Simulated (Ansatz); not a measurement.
Consider the isomerisation: `O[SiH](O)/C=C/[SiH3]` → `C=C[SiH](O)[SiH2]O`.

Calculated with Ansatz (gas phase, PBE0-D4/def2-TZVP geometries, no zero-point term in ΔE). CCSD(T)/CBS adds triple-zeta CCSD(T) − MP2 to the extrapolated MP2 energy (def2 sets, frozen cores). DFT in def2-TZVPP. B3LYP here is the variant with VWN-RPA as its local correlation; programs differ in this. One conformer a species, not always the lowest.

**Question.** Is it downhill or uphill in electronic energy at CCSD(T)/CBS, and by how much? (Estimate.)

**Answer.** Ansatz gave: Uphill: ΔE = +42.5 kJ/mol.

**Question.** What do these levels give: PBE-D4, B3LYP-D4, ωB97X-V, ωB97M-V, PBE, B3LYP, MP2/def2-TZVPP, CCSD/def2-TZVPP, CCSD(T)/def2-TZVPP, HF/def2-QZVPP, SCS-MP2/def2-QZVPP, HF/CBS(def2)? (An estimate is asked.)

**Answer.** The calculation gave: PBE-D4 30.7, B3LYP-D4 38.7, ωB97X-V 39.5, ωB97M-V 46.5, PBE 32.0, B3LYP 40.9, MP2/def2-TZVPP 48.9, CCSD/def2-TZVPP 44.0, CCSD(T)/def2-TZVPP 43.8, HF/def2-QZVPP 49.1, SCS-MP2/def2-QZVPP 47.3, HF/CBS(def2) 49.2 kJ/mol.

Largest T1 diagnostic among the species: 0.012.

From PBE to PBE0 (25 % exact exchange), in def2-TZVPP and without D4, ΔE moves by +3.6 kJ/mol.
